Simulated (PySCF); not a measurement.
Job for PySCF: D3(BJ) and D4 dispersion corrections on CH5BF3N (a complex), monomers drawn apart or pushed together.

```python
from pyscf import gto
from pyscf.dispersion import dftd3, dftd4

mol = gto.M(
    atom='''
    F    -0.55505574   -1.01569417    0.57119223
    B    -0.06718219    0.21498355    0.94590464
    F    -0.79610066    1.27626708    0.45882683
    F     1.29214650    0.34956323    0.78141550
    C     0.41585208   -1.00799483    4.68296379
    N    -0.28240546    0.05001825    3.91410523
    H     1.48121866   -0.92343737    4.48679521
    H     0.06681114   -1.97333373    4.32665253
    H     0.22213502   -0.90985730    5.75005828
    H     0.01878746    0.97290908    4.21855230
    H    -1.28674542    0.00309230    4.06978627
    ''',
    basis='def2-svp',
    charge=0, spin=0, verbose=0, max_memory=1800)
d3, d4 = {}, {}
for xc in ['hf', 'pbe', 'blyp', 'revpbe', 'tpss', 'r2scan', 'b3lyp', 'pbe0', 'bhlyp', 'camb3lyp', 'b2plyp']:
    d3[xc] = float(dftd3.DFTD3Dispersion(mol, xc=xc, version='d3bj', atm=False).get_dispersion()['energy'])
    print(f'D3(BJ) {xc:10s} {d3[xc]:14.8f} Eh')
for xc in ['hf', 'pbe', 'blyp', 'revpbe', 'tpss', 'r2scan', 'b3lyp', 'pbe0', 'bhlyp', 'camb3lyp', 'b2plyp']:
    d4[xc] = float(dftd4.DFTD4Dispersion(mol, xc={'camb3lyp': 'cam-b3lyp'}.get(xc, xc), atm=True).get_dispersion()['energy'])
    print(f'D4     {xc:10s} {d4[xc]:14.8f} Eh')
```

The log:

```
D3(BJ) hf            -0.04082250 Eh
D3(BJ) pbe           -0.00514682 Eh
D3(BJ) blyp          -0.01031784 Eh
D3(BJ) revpbe        -0.01316855 Eh
D3(BJ) tpss          -0.00632897 Eh
D3(BJ) r2scan        -0.00155308 Eh
D3(BJ) b3lyp         -0.00838639 Eh
D3(BJ) pbe0          -0.00436843 Eh
D3(BJ) bhlyp         -0.00629235 Eh
D3(BJ) camb3lyp      -0.00380901 Eh
D3(BJ) b2plyp        -0.00375516 Eh
D4     hf            -0.01871941 Eh
D4     pbe           -0.00510940 Eh
D4     blyp          -0.01113802 Eh
D4     revpbe        -0.01737101 Eh
D4     tpss          -0.00686351 Eh
D4     r2scan        -0.00145667 Eh
D4     b3lyp         -0.00797930 Eh
D4     pbe0          -0.00434462 Eh
D4     bhlyp         -0.00549843 Eh
D4     camb3lyp      -0.00434657 Eh
D4     b2plyp        -0.00360009 Eh
```

The run finished.

Cost: very roughly 0.07 core-seconds.
